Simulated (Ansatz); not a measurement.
Cost and result for the atomization energy of C6H3Ga, SMILES `C#[C][Ga]([C]#C)[C]#C` (10 atoms, 9 bonds).

```
atom    x (Å)    y (Å)    z (Å)
  C1  -0.2194   3.0758  -0.3941
  C2  -0.1346   1.8811  -0.2394
 Ga3  -0.0008   0.0012   0.0012
  C4   0.2568  -1.1323  -1.5018
  C5   0.4211  -1.8530  -2.4568
  C6  -0.1240  -0.7465   1.7435
  C7  -0.2013  -1.2233   2.8504
  H8  -0.2943   4.1308  -0.5306
  H9   0.5661  -2.4895  -3.3001
 H10  -0.2695  -1.6443   3.8278
```

Charge 0, multiplicity 1. Correlated methods include outer-core shells of Ga, which these sets cover unevenly. Scalar relativity is left out up to krypton. The structure was optimised at the PBE0-D4/def2-TZVP level. Program: Ansatz. All runs use 4 threads of an AMD EPYC 9B45 on a shared host. Times are those of one run each, without the atoms' runs, and a repeat can differ threefold. Electronic energies, without spin–orbit coupling; frozen cores. CCSD(T)/CBS adds CCSD(T) − MP2 in def2-TZVPP to the MP2 limit, and its time is that of the two runs behind it. T1 = 0.014. With those shells the extrapolation isn't a true limit.

CCSD(T)/CBS is a level of theory with its own doubt, some kJ/mol a heavy atom from the limit and from the frozen cores, so smaller differences don't rank the functionals.

```json
{"level": "LDA (SPW92)/def2-TZVPP", "functions": "276", "wall time": "0.65 s", "atomization (kcal/mol)": "1268.0", "difference from CCSD(T)/CBS": "169.1", "per bond": "18.8"}
{"level": "revPBE-D4/def2-TZVPP", "functions": "276", "wall time": "0.95 s", "atomization (kcal/mol)": "1103.3", "difference from CCSD(T)/CBS": "4.4", "per bond": "0.5"}
{"level": "BLYP-D4/def2-TZVPP", "functions": "276", "wall time": "1.1 s", "atomization (kcal/mol)": "1099.5", "difference from CCSD(T)/CBS": "0.6", "per bond": "0.1"}
{"level": "PBE-D4/def2-TZVPP (with forces)", "functions": "276", "wall time": "1.2 s", "atomization (kcal/mol)": "1138.5", "difference from CCSD(T)/CBS": "39.6", "per bond": "4.4"}
{"level": "r2SCAN-D4/def2-TZVPP (with forces)", "functions": "276", "wall time": "2 s", "atomization (kcal/mol)": "1101.3", "difference from CCSD(T)/CBS": "2.4", "per bond": "0.3"}
{"level": "r2SCANh-D4/def2-TZVPP", "functions": "276", "wall time": "2.1 s", "atomization (kcal/mol)": "1090.8", "difference from CCSD(T)/CBS": "-8.1", "per bond": "-0.9"}
{"level": "B2PLYP/def2-TZVPP", "functions": "276", "wall time": "2.8 s", "atomization (kcal/mol)": "1093.1", "difference from CCSD(T)/CBS": "-5.8", "per bond": "-0.6"}
{"level": "PBE-QIDH/def2-TZVPP", "functions": "276", "wall time": "3 s", "atomization (kcal/mol)": "1102.7", "difference from CCSD(T)/CBS": "3.8", "per bond": "0.4"}
{"level": "B97M-V/def2-TZVPP", "functions": "276", "wall time": "3.4 s", "atomization (kcal/mol)": "1096.4", "difference from CCSD(T)/CBS": "-2.5", "per bond": "-0.3"}
{"level": "CCSD(T)/def2-SVP", "functions": "131", "wall time": "5 s", "atomization (kcal/mol)": "1052.3", "difference from CCSD(T)/CBS": "-46.6", "per bond": "-5.2"}
{"level": "MP2/def2-QZVPP", "functions": "521", "wall time": "11 s", "atomization (kcal/mol)": "1133.1", "difference from CCSD(T)/CBS": "34.2", "per bond": "3.8"}
{"level": "CCSD(T)/def2-TZVPP", "functions": "276", "wall time": "110 s", "atomization (kcal/mol)": "1073.2", "difference from CCSD(T)/CBS": "-25.7", "per bond": "-2.9"}
{"level": "CCSD(T)/CBS(def2)", "functions": "–", "wall time": "2 min", "atomization (kcal/mol)": "1098.9", "difference from CCSD(T)/CBS": "0.0", "per bond": "0.0"}
```

From r2SCAN to r2SCAN0 (25 % exact exchange), in def2-TZVPP and without D4, the atomization energy moves by −25.9 kcal/mol: exact exchange takes away binding that semilocal exchange gives to molecules. In def2-TZVPP, CCSD(T) changes the Hartree–Fock value by +287.6 kcal/mol (the triples alone add +26.7 kcal/mol) and MP2 by +332.4 kcal/mol; breaking electron pairs costs correlation energy, which Hartree–Fock lacks. At CCSD(T), def2-SVP lies −46.6 kcal/mol from the extrapolated value and def2-TZVPP −25.7 kcal/mol: correlation converges slowly with the basis, and small sets miss more of it in the bonded molecule than in its fragments.
